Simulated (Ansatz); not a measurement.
`N[SiH](N)[GeH3]`, relaxed with RKS PBE-D4/def2-SVP in Ansatz from a rough embedded geometry. The force threshold is 0.03 eV/Å; the program also tests the step.

The species carries charge 0 and has multiplicity 1.

Start:

```xyz
12

N    -1.323    1.302   -0.483
Si   -0.586   -0.246   -0.311
N     0.499   -0.533   -1.707
Ge    0.616   -0.336    1.699
H    -0.573    2.061   -0.564
H    -1.862    1.352   -1.423
H    -1.638   -1.308   -0.239
H     0.927   -1.511   -1.489
H     1.223    0.131   -1.695
H    -0.306   -0.026    2.835
H     1.731    0.809    1.564
H     1.292   -1.696    1.812
```

(1) By how much does the energy fall, and how many steps does the optimiser take? (An estimate is asked.)

(2) Which bonds change most? (Best estimate.)

(3) Give the relaxed structure. (Best estimate.)

Results:

(1) Computed: 12.21 kcal/mol, in 8 steps, 1 of them rejected.

(2) Computed: N3–H8 from 1.089 to 1.024 Å; N1–H6 from 1.085 to 1.025 Å; Ge4–H10 from 1.496 to 1.555 Å; Si2–Ge4 from 2.344 to 2.400 Å.

(3) The calculation gave: 
```xyz
12

N    -1.271    1.295   -0.528
Si   -0.520   -0.270   -0.393
N     0.530   -0.691   -1.731
Ge    0.599   -0.201    1.729
H    -0.785    2.113   -0.153
H    -1.763    1.538   -1.394
H    -1.561   -1.356   -0.413
H     0.623   -1.681   -1.977
H     1.433   -0.220   -1.835
H    -0.333   -0.048    2.965
H     1.592    1.002    1.774
H     1.456   -1.479    1.955
```
